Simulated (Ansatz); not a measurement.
Calculated with Ansatz (gas phase, PBE0-D4/def2-TZVP geometries, no zero-point term in ΔE). CCSD(T)/CBS is the MP2 limit (def2-TZVPP, def2-QZVPP) plus CCSD(T) − MP2 in def2-TZVPP, frozen cores. This one scheme is used for every species. DFT in def2-TZVPP. B3LYP here is the variant with VWN-RPA as its local correlation; programs differ in this. Each species was taken in one conformer, which may not be the lowest.

Consider the redistribution: `C[SiH](O)Cl` + `O[SiH](F)O[SiH2]F` → `C[Si@H](O)O[Si@@H](O)F` + `F[SiH2]Cl`.

`C[SiH](O)Cl`:

Z-matrix (Å, degrees):
```
C
Si 1 1.852
H 1 1.092 2 110.4
H 1 1.093 2 110.2 3 119.9
H 1 1.093 2 111.1 3 -119.8
O 2 1.636 1 113.3 3 -178.2
Cl 2 2.066 1 107.5 3 60.3
H 2 1.477 1 112.9 3 -58.5
H 6 0.958 2 118.5 1 -65.6
```

`O[SiH](F)O[SiH2]F`:

```xyz
10

O    -1.353   -2.091   -0.475
Si    0.051   -1.314   -0.266
F     0.722   -1.734    1.114
O    -0.176    0.291   -0.208
Si    0.320    1.779    0.206
F     1.761    2.043   -0.417
H    -2.089   -1.925    0.116
H     0.939   -1.700   -1.366
H     0.440    1.891    1.674
H    -0.615    2.760   -0.379
```

`C[Si@H](O)O[Si@@H](O)F`:

```xyz
14

C     1.823    1.176   -0.109
Si    0.006    1.038    0.175
O    -0.229    0.365    1.673
O    -0.663    0.043   -0.944
Si   -1.197   -1.493   -0.946
O    -0.599   -2.320    0.317
F    -2.786   -1.438   -0.870
H     2.029    1.526   -1.123
H     2.302    0.201    0.017
H     2.277    1.874    0.597
H    -0.702    2.340    0.109
H    -0.982    0.675    2.177
H    -0.838   -2.182   -2.190
H    -0.441   -1.805    1.116
```

`F[SiH2]Cl`:

```xyz
5

F    -0.829   -0.254   -1.336
Si    0.023    0.110   -0.044
Cl    0.025   -1.490    1.214
H    -0.628    1.247    0.633
H     1.409    0.387   -0.466
```

| level | ΔE (kcal/mol) | difference from CCSD(T)/CBS |
| --- | --- | --- |
| PBE-D4 | -0.8 | -0.7 |
| r2SCAN-D4 | -0.6 | -0.5 |
| PBE0-D4 | -0.5 | -0.4 |
| B3LYP-D4 | -0.2 | -0.1 |
| ωB97X-V | -0.5 | -0.4 |
| ωB97M-V | -0.6 | -0.5 |
| B2PLYP | 0.4 | 0.5 |
| PBE | -0.2 | -0.1 |
| r2SCAN | -0.4 | -0.3 |
| PBE0 | 0.1 | 0.2 |
| B3LYP | 0.7 | 0.8 |
| HF/def2-TZVPP | 2.1 | 2.2 |
| MP2/def2-TZVPP | 0.0 | 0.1 |
| SCS-MP2/def2-TZVPP | 0.4 | 0.5 |
| CCSD/def2-TZVPP | 0.1 | 0.2 |
| CCSD(T)/def2-TZVPP | -0.3 | -0.2 |
| HF/def2-QZVPP | 2.3 | 2.4 |
| MP2/def2-QZVPP | 0.2 | 0.3 |
| SCS-MP2/def2-QZVPP | 0.6 | 0.7 |
| HF/CBS(def2) | 2.3 | 2.4 |
| MP2/CBS(def2) | 0.2 | 0.3 |
| CCSD/CBS(def2) | 0.3 | 0.4 |
| CCSD(T)/CBS | -0.1 | 0 |

Largest T1 diagnostic among the species: 0.012.

The D4 term adds −0.9 kcal/mol with B3LYP and −0.5 kcal/mol with PBE0; it sums over pairs of atoms, weighted by their polarisabilities, and B3LYP, whose exchange is more repulsive, gets the larger term. In def2-TZVPP, CCSD(T) changes the Hartree–Fock value by −2.4 kcal/mol (the triples alone add −0.4 kcal/mol) and MP2 by −2.1 kcal/mol.
